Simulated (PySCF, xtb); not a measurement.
hexafluoropropylene oxide (C₃F₆O), SMILES FC(F)(F)C1(F)OC1(F)F.

Geometry: PBE0-D3(BJ)/def2-SVP.

These are C-PCM-PBE0/def2-SVP run with PySCF values and carry that method's errors.

The values are the electrostatic part of the solvation free energy, E(continuum) − E(gas) at the gas-phase geometry, in a cavity of scaled van der Waals radii (PySCF's table); cavitation and dispersion terms are not included. In vacuum the orbital gap is 11.33 eV. The dipole moment in vacuum is 0.53 D.

Computed values in water (ε = 78.36), ethylethanoate (ε = 5.99), tetrahydrofuran (ε = 7.43):
```csv
solvent,ε,ΔG(elec) (kcal/mol),dipole (D),gap (eV)
water,78.36,-1.7,0.65,11.36
ethylethanoate,5.99,-1.4,0.63,11.36
tetrahydrofuran,7.43,-1.4,0.63,11.36
```

For comparison, GFN2-xTB/ALPB(water) (xtb, at the GFN2-xTB geometry, all terms of that model) gives 2.1 kcal/mol.
